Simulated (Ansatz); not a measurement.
Cartesian coordinates in Å:
```
C 0.925 1.247 2.200
Si -0.298 0.454 1.067
O -1.151 1.631 0.311
O 0.497 -0.456 -0.062
Si 0.223 -0.957 -1.573
O -1.071 -0.105 -2.121
O -0.208 -2.530 -1.683
H 0.412 1.859 2.946
H 1.608 1.890 1.640
H 1.512 0.490 2.725
H -1.202 -0.469 1.803
H -1.540 1.372 -0.531
H 1.441 -0.708 -2.371
H -1.607 -0.517 -2.801
H 0.463 -3.200 -1.548
```

Charge 0, multiplicity 1.

(1) List the PBE/def2-TZVPP orbital energies in eV (Ansatz 0.2.0). (Estimate.)

Results:

(1) Computed: Occupied: -1780.77, -1780.04, -510.64, -510.51, -510.17, -509.84, -268.34, -138.31, -137.63, -95.08, -95.06, -95.01, -94.43, -94.35, -94.32, -25.80, -25.09, -24.86, -24.32, -17.20, -14.66, -13.39, -13.14, -12.44, -10.60, -10.39, -9.68, -9.61, -9.35, -9.23, -8.96, -8.41, -8.09, -7.96, -7.66, -7.48, -6.73. Lowest empty: -0.25, 0.06, 0.67, 0.78, 0.91, 1.71, 1.82, 2.16.
